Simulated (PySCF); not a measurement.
Isomers of CH9NSi2. Gas-phase values, no solvent. One relaxed conformer stands for each flexible species; it need not be the lowest. Strings in code marks are SMILES.

The four lowest singlet excitations (Tamm–Dancoff). Calculation: PBE0-D4/def2-TZVP in PySCF 2.14.0. Excitations are Tamm–Dancoff values on a coarser integration grid. The basis has no diffuse functions, so Rydberg states are missing or too high.

```
state  energy (eV)  wavelength (nm)  oscillator strength
-----  -----------  ---------------  -------------------
S1            5.65              220                0.005
S2            6.44              193                0.063
S3            7.00              177                0.005
S4            7.12              174                0.002
```

Problem. Name which member gives these states.
A) `[SiH3]CN[SiH3]` (Si–C–N–Si torsion 155°)
B) `CN([SiH3])[SiH3]`
C) `C[SiH2]N[SiH3]` (C–Si–N–Si torsion 75°)
D) `C[Si@@H](N)[SiH3]`

Solution. A, `[SiH3]CN[SiH3]` (Si–C–N–Si torsion 155°)
